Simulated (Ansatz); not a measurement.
The inner images of a band of ClH₆NOSn (10 atoms, charge 0, multiplicity 1) are given out of order.

Computed with RHF/def2-SVP (Ansatz).

Image 0:

```xyz
10
Properties=species:S:1:pos:R:3
Sn 0.014 -0.043 0.086
Cl -0.317 -0.494 2.402
H 1.629 -0.174 -0.424
O -1.042 1.485 -0.594
H -1.840 1.246 -1.041
H -0.888 -1.354 -0.580
N 0.987 2.140 1.107
H 1.943 2.383 0.906
H 0.384 2.833 0.694
H 0.862 2.162 2.105
```

Image 6:

```xyz
10
Properties=species:S:1:pos:R:3
Sn -0.047 0.431 -0.297
Cl 1.357 -0.003 3.558
H 1.343 -0.472 -0.640
O -0.541 1.257 -2.013
H -1.404 1.624 -2.125
H -1.391 -0.394 0.339
N 0.455 1.888 1.053
H 1.211 2.487 0.766
H -0.302 2.479 1.355
H 1.050 0.885 2.666
```

Q: Put them in order from the first end to the last, with their energies above the first end.
A.
```xyz
10
Properties=species:S:1:pos:R:3
Sn 0.044 0.062 0.157
Cl 0.479 -0.657 2.483
H 1.492 -0.420 -0.585
O -0.643 1.568 -0.988
H -1.321 1.356 -1.610
H -1.357 -0.910 0.058
N 0.705 2.066 1.184
H 1.380 2.561 0.625
H -0.113 2.652 1.229
H 1.066 1.907 2.110
```
B.
```xyz
10
Properties=species:S:1:pos:R:3
Sn 0.004 0.460 -0.239
Cl 1.129 -0.142 3.319
H 1.406 -0.416 -0.602
O -0.559 1.305 -1.924
H -1.481 1.443 -2.073
H -1.321 -0.377 0.418
N 0.520 1.945 1.084
H 1.305 2.510 0.803
H -0.224 2.569 1.348
H 0.953 0.887 2.527
```
C.
```xyz
10
Properties=species:S:1:pos:R:3
Sn 0.001 0.382 -0.186
Cl 1.184 -0.132 3.042
H 1.414 -0.435 -0.596
O -0.539 1.352 -1.808
H -1.455 1.522 -1.963
H -1.346 -0.423 0.446
N 0.522 1.888 1.183
H 1.290 2.469 0.884
H -0.232 2.501 1.451
H 0.892 1.061 2.210
```
D.
```xyz
10
Properties=species:S:1:pos:R:3
Sn 0.061 0.162 0.060
Cl 0.968 -0.554 2.503
H 1.433 -0.503 -0.646
O -0.470 1.385 -1.448
H -1.361 1.438 -1.759
H -1.439 -0.498 0.461
N 0.567 2.008 1.218
H 1.293 2.562 0.791
H -0.221 2.606 1.402
H 0.899 1.577 2.079
```
E.
```xyz
10
Properties=species:S:1:pos:R:3
Sn 0.018 -0.006 0.129
Cl -0.126 -0.484 2.482
H 1.597 -0.297 -0.427
O -0.861 1.539 -0.758
H -1.549 1.315 -1.366
H -1.087 -1.225 -0.377
N 0.883 2.096 1.147
H 1.582 2.566 0.596
H 0.064 2.683 1.143
H 1.210 1.997 2.093
```

A: E (+0.06 eV), A (+0.25 eV), D (+0.55 eV), C (+1.42 eV), B (+1.26 eV).

Run time: 2.1 min on 2 threads of Arm Neoverse V2, with other jobs on the host, peak memory 0.22 GiB.
